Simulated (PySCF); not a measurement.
CH4F2OSi, SMILES CO[SiH](F)F.

Geometry: PBE-D3(BJ)/def2-SVP. Other conformers were not sampled.

Level of theory: PySCF with PBE-D3(BJ)/def2-SVP.

Frequencies are harmonic and unscaled.

Computed vibrational spectrum:
```json
[
 {"mode": "1", "ν (cm⁻¹)": "44", "IR (km/mol)": "2.5", "moving atoms (share of kinetic energy)": "F 35 %, H 30 %, C 22 %, O 12 %"},
 {"mode": "2", "ν (cm⁻¹)": "80", "IR (km/mol)": "0.7", "moving atoms (share of kinetic energy)": "H 86 %"},
 {"mode": "3", "ν (cm⁻¹)": "144", "IR (km/mol)": "10.1", "moving atoms (share of kinetic energy)": "C 37 %, F 28 %, H 22 %, O 12 %"},
 {"mode": "4", "ν (cm⁻¹)": "298", "IR (km/mol)": "9.3", "moving atoms (share of kinetic energy)": "F 75 %, Si 12 %, O 11 %"},
 {"mode": "5", "ν (cm⁻¹)": "302", "IR (km/mol)": "16.0", "moving atoms (share of kinetic energy)": "O 49 %, F 35 %, Si 11 %"},
 {"mode": "6", "ν (cm⁻¹)": "435", "IR (km/mol)": "54.7", "moving atoms (share of kinetic energy)": "Si 39 %, O 29 %, F 25 %"},
 {"mode": "7", "ν (cm⁻¹)": "733", "IR (km/mol)": "9.1", "moving atoms (share of kinetic energy)": "O 23 %, Si 22 %, C 21 %, H 19 %, F 15 %"},
 {"mode": "8", "ν (cm⁻¹)": "791", "IR (km/mol)": "12.5", "moving atoms (share of kinetic energy)": "H 84 %, F 15 %"},
 {"mode": "9", "ν (cm⁻¹)": "798", "IR (km/mol)": "41.2", "moving atoms (share of kinetic energy)": "H 65 %, F 29 %"},
 {"mode": "10", "ν (cm⁻¹)": "911", "IR (km/mol)": "221.6", "moving atoms (share of kinetic energy)": "Si 45 %, F 25 %, H 19 %"},
 {"mode": "11", "ν (cm⁻¹)": "940", "IR (km/mol)": "202.5", "moving atoms (share of kinetic energy)": "Si 50 %, F 42 %, H 9 %"},
 {"mode": "12", "ν (cm⁻¹)": "1124", "IR (km/mol)": "159.4", "moving atoms (share of kinetic energy)": "H 38 %, O 31 %, C 28 %"},
 {"mode": "13", "ν (cm⁻¹)": "1132", "IR (km/mol)": "0.0", "moving atoms (share of kinetic energy)": "H 77 %, C 18 %"},
 {"mode": "14", "ν (cm⁻¹)": "1175", "IR (km/mol)": "166.1", "moving atoms (share of kinetic energy)": "H 39 %, O 34 %, C 24 %"},
 {"mode": "15", "ν (cm⁻¹)": "1422", "IR (km/mol)": "3.5", "moving atoms (share of kinetic energy)": "H 89 %, C 9 %"},
 {"mode": "16", "ν (cm⁻¹)": "1422", "IR (km/mol)": "4.9", "moving atoms (share of kinetic energy)": "H 97 %"},
 {"mode": "17", "ν (cm⁻¹)": "1426", "IR (km/mol)": "6.0", "moving atoms (share of kinetic energy)": "H 95 %"},
 {"mode": "18", "ν (cm⁻¹)": "2302", "IR (km/mol)": "83.7", "moving atoms (share of kinetic energy)": "H 97 %"},
 {"mode": "19", "ν (cm⁻¹)": "2945", "IR (km/mol)": "52.0", "moving atoms (share of kinetic energy)": "H 97 %"},
 {"mode": "20", "ν (cm⁻¹)": "3027", "IR (km/mol)": "25.2", "moving atoms (share of kinetic energy)": "H 90 %, C 10 %"},
 {"mode": "21", "ν (cm⁻¹)": "3064", "IR (km/mol)": "18.4", "moving atoms (share of kinetic energy)": "H 90 %, C 10 %"}
]
```
